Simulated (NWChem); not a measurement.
GaBrClF; SMILES [F][Ga]([Cl])[Br]

This build's default masses of Se (78.918 u) and Br (79.917 u) are each other's, which moves their modes by up to 0.6 %. B3LYP is NWChem's, with the RPA form of VWN correlation.

Q: Give the equilibrium geometry at B3LYP/6-31G* (spherical d) (NWChem) as a Z-matrix, with the point group.

A: point group Cs; any orientation.
```
Ga
F 1 1.7429
Cl 1 2.1391 2 117.64
Br 1 2.2787 2 119.23 3 180.00
```
